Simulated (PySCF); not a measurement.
Compound: CH11NSi3.
Numbering: `[CH3:1][SiH2:2][Si@@H:3]([NH2:4])[SiH3:5]` (hydrogens: H6, H7, H8 on C1; H9, H10 on Si2; H11 on Si3; H12, H13 on N4; H14, H15, H16 on Si5)

Structure used (GFN2-xTB), in Å, numbered top down from 1:
```xyz
16
CH11NSi3 angstrom
C      2.2825    0.2316   -0.6572
Si     1.0840   -1.2384   -0.5318
Si    -0.9447   -0.5786    0.3762
N     -0.5764   -0.0923    2.0007
Si    -2.0398    1.2322   -0.5615
H      3.2252   -0.0572   -1.1128
H      2.5031    0.6432    0.3235
H      1.8590    1.0320   -1.2579
H      1.7845   -2.2945    0.2218
H      0.9127   -1.7791   -1.8901
H     -1.8685   -1.7481    0.3693
H     -0.0116   -0.6945    2.5781
H     -1.2942    0.3297    2.5680
H     -1.1941    2.4245   -0.6797
H     -3.2372    1.6758    0.1638
H     -2.4920    0.9225   -1.9217
```

Method used: TDDFT CAM-B3LYP/def2-SVPD, vertical, gas phase, core orbitals frozen in the response (PySCF).

Transition dipole moments from the ground state, in atomic units and in the frame of the coordinates above (overall signs are arbitrary), for the states with f of 0.002 or more among the lowest 8:

```csv
state,E (hartree),μx,μy,μz
S2,0.2385,0.747,-0.548,-0.048
S3,0.2409,0.352,-0.159,0.182
S5,0.2639,0.681,-0.733,0.002
S6,0.2675,-0.123,-0.103,-0.092
S7,0.2747,-0.069,-0.329,-0.128
S8,0.2790,-0.232,-0.202,0.136
```

(1) Work out the oscillator strengths.

(2) Which bond between heavy atoms lies closest to the direction of the S5 transition dipole?

(3) What angle do the transition dipoles of S2 and S8 make?

(4) What peak molar absorption coefficient would the strongest computed level give as a lone Gaussian band 0.4 eV wide at half height?

Results:

(1) f = (2/3) ΔE |μ|² with ΔE in hartree (27.2114 eV).

| state | \|μ\|² (au) | \|μ\| (D) | f |
| --- | --- | --- | --- |
| S2 | 0.861 | 2.36 | 0.137 |
| S3 | 0.182 | 1.08 | 0.029 |
| S5 | 1.001 | 2.54 | 0.176 |
| S6 | 0.034 | 0.47 | 0.006 |
| S7 | 0.129 | 0.91 | 0.024 |
| S8 | 0.113 | 0.85 | 0.021 |

(2) Si3–Si5, at 26° from it; next Si2–Si3 at 37°.

(3) |cos θ| = |μa·μb| / (|μa| |μb|) = 0.22, so θ ≈ 77° (taken between 0 and 90°, since the signs are arbitrary).

(4) ε(max) = 2.175×10⁸ f / FWHM, with the width in cm⁻¹. S5: 2.175×10⁸ × 0.1761 / 3226 ≈ 12000 L mol⁻¹ cm⁻¹.

One conformer stands for the species.

Without π bonds the low states may be Rydberg-like; a valence basis with one diffuse set may place them up to an eV too high.
